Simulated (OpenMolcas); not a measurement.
Cr2+ in a point-charge field

Cr2+ among 2 point charges of -2 e arranged as a linear pair (D∞h), 1.98 Å from the ion.

```json
{
  "Program": "OpenMolcas 26.06",
  "Method": "SS-CASPT2, IPEA 0.25 Eh, imaginary shift 0.1 Eh (closed shells correlated: 3s 3p)",
  "Basis": "ANO-RCC-VTZP [6s5p3d2f1g]",
  "Scalar Hamiltonian": "DKH2, point nucleus",
  "Active space": "4 electrons in 5 orbitals (3d)",
  "State averaging": "2S+1 = 5 even, 5 roots; 2S+1 = 3 even, 45 roots; 2S+1 = 1 even, 50 roots",
  "Spin-orbit coupling": "RASSI with atomic mean-field integrals over the reference wave functions"
}
```

The lowest spin-free states (labels by Λ), above the lowest:

```tsv
State	Degeneracy	E (cm-1)	Free-ion L (%)
5Σ	1	0	D (100)
5Π	2	970	D (100)
5Δ	2	11100	D (100)
3Δ	2	13980	H (46)
3Φ	2	14930	H (61)
3Π	2	15450	F (31)
3H	2	16440	H (100)
3Σ	1	16940	H (80)
3Γ	2	17740	H (75)
3Π	2	18260	P (71)
3Π	2	18450	H (64)
3Σ	1	18610	F (55)
3Φ	2	20080	F (96)
3Δ	2	20170	F (57)
1Σ	1	21990	G (72)
3Σ	1	22090	P (43)
3Σ	1	22240	G (78)
1Γ	2	22420	I (96)
1Π	2	23650	G (74)
1Δ	2	24120	G (47)
```

The lowest levels with spin-orbit coupling:

```json
{"E (cm-1)": "0", "Degeneracy": "1", "2S+1": "5", "g": ""}
{"E (cm-1)": "12", "Degeneracy": "2", "2S+1": "5", "g": "0.00 0.00 4.00"}
{"E (cm-1)": "50", "Degeneracy": "2", "2S+1": "5", "g": "0.00 0.00 7.97"}
{"E (cm-1)": "930", "Degeneracy": "2", "2S+1": "5", "g": "0.00 0.00 5.83"}
{"E (cm-1)": "980", "Degeneracy": "1", "2S+1": "5", "g": ""}
{"E (cm-1)": "1040", "Degeneracy": "1", "2S+1": "5", "g": ""}
{"E (cm-1)": "1070", "Degeneracy": "2", "2S+1": "5", "g": "0.00 0.00 2.19"}
{"E (cm-1)": "1120", "Degeneracy": "2", "2S+1": "5", "g": "0.00 0.00 6.04"}
{"E (cm-1)": "1170", "Degeneracy": "2", "2S+1": "5", "g": "0.00 0.00 10.01"}
{"E (cm-1)": "10920", "Degeneracy": "1", "2S+1": "5", "g": ""}
{"E (cm-1)": "10920", "Degeneracy": "1", "2S+1": "5", "g": ""}
{"E (cm-1)": "11050", "Degeneracy": "2", "2S+1": "5", "g": ""}
{"E (cm-1)": "11160", "Degeneracy": "2", "2S+1": "5", "g": "0.00 0.00 4.00"}
{"E (cm-1)": "11280", "Degeneracy": "2", "2S+1": "5", "g": "0.00 0.00 8.00"}
{"E (cm-1)": "11390", "Degeneracy": "2", "2S+1": "5", "g": "0.00 0.00 12.00"}
{"E (cm-1)": "13810", "Degeneracy": "2", "2S+1": "3", "g": "0.00 0.00 7.93"}
{"E (cm-1)": "13970", "Degeneracy": "2", "2S+1": "3", "g": "0.00 0.00 3.99"}
{"E (cm-1)": "14210", "Degeneracy": "2", "2S+1": "3", "g": "0.00 0.00 0.05"}
{"E (cm-1)": "14910", "Degeneracy": "2", "2S+1": "3", "g": "0.00 0.00 10.00"}
{"E (cm-1)": "15020", "Degeneracy": "2", "2S+1": "3", "g": "0.00 0.00 6.06"}
```

Powder χT (cm3 K/mol): 0.491 at 2 K, 1.68 at 10 K, 2.25 at 50 K, 2.38 at 100 K, 2.51 at 200 K, 2.62 at 300 K. The effective moment at 300 K is 2.828 √(χT) = 4.58 μB.

The lowest level has 2S+1 = 5, for which the spin-only value is χT = S(S+1) / 2 = 3.000 cm3 K/mol (g = 2). The computed 2.618 at 300 K differs by -0.382, through orbital momentum, spin-orbit coupling and any other state in reach.

Roots that are degenerate in the reference are averaged as groups; the widest CASPT2 spread within a group is 63 cm-1 (the 2-fold group of multiplicity 1 near 55600 cm-1 above the lowest state of its run). Shifts and gaps below about the spread of the groups concerned are not significant. Over all roots computed the reference weight is 0.87 to 0.95; the roots of lowest weight are the least certain, and an intruder state may touch them. Free-ion shares, where given, are those of the reference states; single-state CASPT2 does not remix them. This is an electrostatic model: the charges have no orbitals. No measured value stands beside these numbers.

With an even number of electrons the g values are those of a degenerate or nearly degenerate non-Kramers pair.
